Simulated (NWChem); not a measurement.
System: CH$_{3}$F$_{2}$In; SMILES [CH3][In]([F])[F]

The following NWChem deck was run.

```
start job
memory heap 200 mb stack 900 mb global 1100 mb
geometry units angstroms noautoz
  In    -0.002562    -0.033183     0.002042
  F     -1.619353     1.067725    -0.001021
  F      1.535213     1.175163    -0.001539
  C      0.060483    -2.160135     0.003245
  H      0.688604    -2.495620     0.838980
  H      0.501219    -2.497857    -0.944355
  H     -0.958980    -2.551422     0.108351
end
basis spherical
  * library def2-svp
end
ecp
  In library def2-ecp
end
dft
  xc xpbe96 cpbe96
  iterations 150
  vectors input atomic output neutral.movecs
end
task dft energy
charge 1
dft
  odft
  mult 2
  vectors input atomic output cation.movecs
end
task dft energy
```

The geometry was optimised at PBE0/def2-SVP. Not confirmed as a minimum by frequencies. def2 effective core potentials on In; no spin-orbit coupling.

Ions are spin-unrestricted doublets at the neutral geometry; other ion states weren't tried.

### Question
What results follow from this input? (PBE/def2-SVP with def2 effective core potentials on In, vertical spin-unrestricted ions.) Quantities: vertical ionisation energy, ΔSCF (eV); −ε(HOMO) (eV).

### Answer
| Property | Value |
|---|---|
| vertical ionisation energy, ΔSCF (eV) | 10.79 |
| −ε(HOMO) (eV) | 7.44 |
